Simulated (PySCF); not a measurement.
Computed shifts of a molecule C3H4F2Si, HF/pcSseg-1 run with PySCF, GIAO, gas phase, atoms alike by connectivity averaged where their shifts nearly agree, in ppm (number of nuclei): ¹⁹F: -95.0 (2). ¹³C: 107.8 (1), 97.2 (1), 97.2 (1). ²⁹Si: -83.5 (1). ¹H: 6.32 (1), 4.52 (3). References: ¹⁹F against CFCl3 (σ = 238.5 ppm); ¹³C against TMS (σ = 192.6 ppm); ²⁹Si against TMS (σ = 393.8 ppm); ¹H against TMS (σ = 31.99 ppm), references at their B3LYP-D3(BJ)/def2-TZVP geometries, non-relativistic. The structure is a stationary point at PBE-D3(BJ)/def2-SVP. One conformer was computed; it need not be the lowest.

Task: Which molecule gave these data?
A) FC1=C[SiH2][C@@H]1F
B) FC1=C[Si@H](F)C1
C) FC1=C[C@H](F)[SiH2]1
D) FC(F)C#C[SiH3]

Result: D, FC(F)C#C[SiH3]
